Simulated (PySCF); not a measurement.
## Worked example: refractive index and permittivity of the vapour

C4H5FSi, SMILES C#C/C(F)=C/[SiH3].

Coordinates come from a PBE0-D3(BJ)/def2-SVP optimisation. The structure was generated by enumeration; whether it is a known compound was not checked.

PySCF with CAM-B3LYP/def2-TZVP gives a mean static polarisability of 76.8 bohr³ and a dipole moment of 1.76 D. Take an ideal gas at 298.15 K and 1 bar, whether or not the substance is that volatile.

Task: Work out n − 1 in the optical limit and the static ε − 1.

Result: 
Polarisability volume α' = 76.8 × 0.148185 = 11.38 Å³. Number density N = p/kT = 2.43e-5 Å⁻³.
Dilute limit of Lorentz–Lorenz: n − 1 = 2π N α' = 0.0017.
Orientation term of Debye: μ²/(3kT) = 8.098 Å³ × μ²(D²) = 25.08 Å³.
ε − 1 = 4π N (α' + μ²/3kT) = 0.011. Orientation of the dipole supplies 69 % of the static response; it can't follow optical fields. Vibrational polarisation and dispersion are left out.
